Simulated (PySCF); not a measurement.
PySCF job for CH₅F₂NOSi, SMILES N[Si@](O)(F)CF, PBE0/pcSseg-1. Geometry: B3LYP-D3(BJ)/def2-SVP. The structure was generated by enumeration; whether it is a known compound was not checked. One conformer was computed; it need not be the lowest.

```python
import numpy as np
from pyscf import gto, scf, dft
from pyscf.prop.nmr import rks as nmr

mol = gto.M(
    atom='''
    N     1.50291386   -0.63196925    0.55916279
    Si    0.17849780    0.34626292    0.15160103
    O     0.59798843    1.41218250   -1.04570286
    F    -0.35918446    1.28437311    1.37817817
    C    -1.26718988   -0.80770183   -0.23460085
    F    -0.79986557   -1.92155880   -0.93484696
    H     2.46207389   -0.30614048    0.51844413
    H     1.42474542   -1.63455227    0.42357529
    H     0.13958157    2.26073660   -1.05691112
    H    -1.74849414   -1.15335285    0.69836569
    H    -2.04659075   -0.30716487   -0.83678096
    ''',
    basis='pcSseg-1',
    charge=0,
    spin=0,
    max_memory=1600,
    verbose=3,
)
mf = dft.RKS(mol, xc='pbe0')
mf.grids.level = 3
mf.conv_tol = 1e-10
mf.max_cycle = 100
mf.kernel()
n = nmr.NMR(mf)
n.verbose = 2
n.max_cycle_cphf = 60
sigma = n.kernel()
print('atom   isotropic/ppm   span/ppm')
for i, s in enumerate(sigma):
    w = np.linalg.eigvalsh((s + s.T) / 2)
    print(f'{mol.atom_symbol(i):2s}{i + 1:3d} {w.mean():14.3f} {w[2] - w[0]:11.3f}')
```

Output:

```
converged SCF energy = -659.866592472769
atom   isotropic/ppm   span/ppm
N   1        239.985      56.565
Si  2        381.156      76.616
O   3        281.309      59.698
F   4        317.435     113.849
C   5        108.587     111.101
F   6        475.564      81.972
H   7         30.171      18.465
H   8         29.760      17.158
H   9         29.467      21.382
H  10         26.866       7.971
H  11         26.928       7.463
```

The calculation finished and met its thresholds.
